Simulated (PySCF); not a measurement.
GeH₇NSSi, SMILES [GeH3][S][SiH2]N.

Geometry optimised at B3LYP-D3(BJ)/def2-SVP. This is a generated structure with no PubChem entry under its InChIKey; it may be hypothetical. Other conformers were not sampled.

These are B3LYP/def2-TZVP in PySCF values and carry that method's errors.

Isolated molecule, no solvent.

Computed frontier levels, gap, dipole moment and polarisability:
```yaml
highest_occupied_level: -6.87 eV
lowest_empty_level: -0.46 eV
orbital_gap: 6.42 eV
dipole_moment: 2.20 D
quadrupole, principal values (traceless, Buckingham form, about the centre of nuclear charge): -2.22, -0.23, 2.45 D·Å
mean_static_polarisability: 84.8 bohr³ (12.57 Å³)
polarisability_principal_values: 69.9, 82.8, 101.8 bohr³
```
